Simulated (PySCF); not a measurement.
Delta-SCF ions had no search for a lower state. Excitations are Tamm–Dancoff values on a coarser integration grid. The basis has no diffuse functions, so Rydberg states are missing or too high.

## CH7AlN2, SMILES `[CH3][Al]([NH2])[NH2]` (charge 0, multiplicity 1)

Calculation: PBE-D3(BJ)/def2-TZVP // B3LYP-D3(BJ)/def2-TZVP run with PySCF.

- HOMO: -5.32 eV
- dipole moment: 0.64 D
- HOMO–LUMO gap: 4.89 eV
- LUMO: -0.43 eV
- S1 excitation (TDA): 4.97 eV
- S1 oscillator strength: 0.000
- brightest of the four lowest singlets (TDA): 6.23 eV
- T1 excitation (TDA): 4.75 eV
- S1–T1 gap (TDA): 0.22 eV
- vertical ionisation energy (Delta-SCF): 8.52 eV
- total energy: -394.0823 Ha
- cost: roughly 100 core-seconds

Bond lengths (Å): C1–Al2 1.952, C1–H5 1.094, C1–H6 1.093, C1–H7 1.093, Al2–N3 1.777, Al2–N4 1.777, N3–H8 1.008, N3–H9 1.008, N4–H10 1.008, N4–H11 1.008. Angles (°): Al2–C1–H5 111.2, Al2–C1–H6 111.8, Al2–C1–H7 111.9, H5–C1–H6 107.0, H5–C1–H7 107.1, H6–C1–H7 107.6, C1–Al2–N3 120.8, C1–Al2–N4 120.8, N3–Al2–N4 118.4, Al2–N3–H8 126.0, Al2–N3–H9 124.1, H8–N3–H9 109.9, Al2–N4–H10 126.0, Al2–N4–H11 124.1, H10–N4–H11 109.9.
